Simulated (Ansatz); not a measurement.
Consider the ligand exchange at a B–N bond: `BN(B)CC` + `C=CNC` → `BN(C)C=C` + `BNCC`.

Isolated molecules relaxed with PBE0-D4/def2-TZVP in Ansatz; ΔE leaves out vibrations. CCSD(T)/CBS adds triple-zeta CCSD(T) − MP2 to the extrapolated MP2 energy (def2 sets, frozen cores). Functionals use def2-TZVPP. B3LYP here is the variant with VWN-RPA as its local correlation; programs differ in this. HSE06 is defined as in plane-wave codes. Each species was taken in one conformer, which may not be the lowest.

```
         level  ΔE (kJ/mol)
   LDA (SPW92)        -72.5
     r2SCAN-D4        -61.4
      B3LYP-D4        -60.0
      HSE06-D4        -61.1
      BHLYP-D4        -56.6
  CAM-B3LYP-D4        -60.4
          PBE0        -60.9
MP2/def2-QZVPP        -61.5
```

What does CCSD(T)/CBS give? (Best estimate.)

Computed: -62.1 kJ/mol. The listed levels differ from it by -10.4, 0.7, 2.1, 1.0, 5.5, 1.7, 1.2, 0.6 kJ/mol.

Largest T1 diagnostic among the species: 0.013.

From PBE to PBE0 (25 % exact exchange), in def2-TZVPP and without D4, ΔE moves by +3.0 kJ/mol. In def2-TZVPP, CCSD(T) changes the Hartree–Fock value by −16.1 kJ/mol (the triples alone add −2.3 kJ/mol) and MP2 by −15.4 kJ/mol.
